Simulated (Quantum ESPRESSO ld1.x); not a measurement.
Results of a calculation; reference values are marked as such.
Question: Kr21+, 15 electrons, occupied as [Ne] 3s2 3p3 (the NIST ground configuration). Level of theory: non-relativistic Kohn-Sham, LDA (Slater exchange, Perdew-Zunger correlation), spin-polarised, spherical densities, point nucleus; open shells are filled with parallel spins first (ld1.x of Quantum ESPRESSO 7.5). Some entries of the table are withheld. Estimate them.

orbital  occ.  eigenvalue (hartree)  r(max) (bohr)
1s up       1              -543.000        0.02808
1s down     1              -542.848        0.02808
2s up       1              -98.3278            (1)
2s down     1              -98.1823            (2)
2p up       3              -92.3510         0.1244
2p down     3              -92.1778         0.1245
3s up       1              -35.6410         0.4371
3s down     1              -35.1682         0.4374
3p up       3              -33.5910            (3)
3p down     0              -33.1133            (4)

Answer: 
(1) 2s up r(max) (bohr): 0.1576
(2) 2s down r(max) (bohr): 0.1576
(3) 3p up r(max) (bohr): 0.4189
(4) 3p down r(max) (bohr): 0.4191
